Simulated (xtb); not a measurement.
C4NiO4 (SMILES [O+]#[C-]->[Ni](<-[C-]#[O+])(<-[C-]#[O+])<-[C-]#[O+]), singlet, from a rough starting geometry (GFN-xTB shapes and energies of metal compounds can be far from the true ones).

Input for xtb:
```
$ xtb mol.xyz --gfn 2 --opt vtight --json

# file mol.xyz
9

Ni     0.02213442     0.02187485    -0.02049117
O      1.92663249     1.47651724    -1.53552431
C      1.14690549     0.87351122    -0.99441915
O      1.47136139    -1.37180225     2.20444846
C      0.88904492    -0.90023360     1.31668688
O     -1.48274579    -1.96472556    -1.67983318
C     -0.84292913    -1.17911376    -1.01749182
O     -1.92495070     1.83877634     1.19589249
C     -1.18902719     1.13765968     0.69511276
```

Question: What does this run give for the total energy at the end of the optimisation, dipole moment, HOMO-LUMO gap?

Answer: 
| Quantity | Result |
|---|---|
| total energy at the end of the optimisation | -29.5518 Eh |
| dipole moment | 0.00 D |
| HOMO-LUMO gap | 3.58 eV |
